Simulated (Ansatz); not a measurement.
CH5FO3Si (`OC(O)(F)O[SiH3]`), relaxed with RKS PBE-D4/def2-SVP in Ansatz from a rough embedded geometry. The force threshold is 0.03 eV/Å; the program also tests the step.

Total charge 0; spin multiplicity 1.

Start:

```xyz
11

O     1.560    0.243   -0.831
C     0.717   -0.625   -0.010
O     1.525   -1.560    0.686
F    -0.054   -1.290   -0.896
O    -0.122    0.060    0.862
Si   -1.452    0.849    0.283
H     1.302   -0.090   -1.691
H     2.016   -0.894    1.234
H    -2.535   -0.092    0.105
H    -1.091    1.513   -1.000
H    -1.866    1.885    1.258
```

```json
{"step": "1", "energy (eV)": "-17830.3639", "largest force (eV/Å)": "2.205", "largest move (Å)": "0.000"}
{"step": "2", "energy (eV)": "-17830.6463", "largest force (eV/Å)": "1.183", "largest move (Å)": "0.068"}
{"step": "3", "energy (eV)": "-17830.7665", "largest force (eV/Å)": "0.975", "largest move (Å)": "0.134"}
{"step": "4", "energy (eV)": "-17830.8188", "largest force (eV/Å)": "0.509", "largest move (Å)": "0.200"}
{"step": "5", "energy (eV)": "-17830.8504", "largest force (eV/Å)": "0.288", "largest move (Å)": "0.200"}
{"step": "6", "energy (eV)": "-17830.8575", "largest force (eV/Å)": "0.302", "largest move (Å)": "0.151"}
{"step": "7", "energy (eV)": "-17830.8585", "largest force (eV/Å)": "0.705", "largest move (Å)": "0.092"}
{"step": "8", "energy (eV)": "-17830.8704", "largest force (eV/Å)": "0.084", "largest move (Å)": "0.053"}
{"step": "9", "energy (eV)": "-17830.8715", "largest force (eV/Å)": "0.051", "largest move (Å)": "0.025"}
{"step": "10 (rejected)", "energy (eV)": "-17830.8702", "largest force (eV/Å)": "0.160", "largest move (Å)": "0.079"}
{"step": "11", "energy (eV)": "-17830.8720", "largest force (eV/Å)": "0.048", "largest move (Å)": "0.031"}
{"step": "12 (rejected)", "energy (eV)": "-17830.8717", "largest force (eV/Å)": "0.091", "largest move (Å)": "0.069"}
{"step": "13", "energy (eV)": "-17830.8724", "largest force (eV/Å)": "0.028", "largest move (Å)": "0.034"}
{"step": "14 (rejected)", "energy (eV)": "-17830.8724", "largest force (eV/Å)": "0.044", "largest move (Å)": "0.030"}
{"step": "15", "energy (eV)": "-17830.8726", "largest force (eV/Å)": "0.011", "largest move (Å)": "0.015"}
```

End:

```xyz
11

O     1.389    0.300   -0.962
C     0.715   -0.583   -0.138
O     1.546   -1.455    0.535
F    -0.099   -1.391   -0.927
O    -0.052    0.141    0.739
Si   -1.527    0.885    0.297
H     1.999   -0.237   -1.505
H     1.836   -0.986    1.339
H    -2.647   -0.114    0.307
H    -1.412    1.531   -1.052
H    -1.748    1.910    1.366
```

Hardware: 4 threads of an Intel Xeon 6975P-C on a shared host. Wall time 11 s, peak host memory 0.18 GiB.
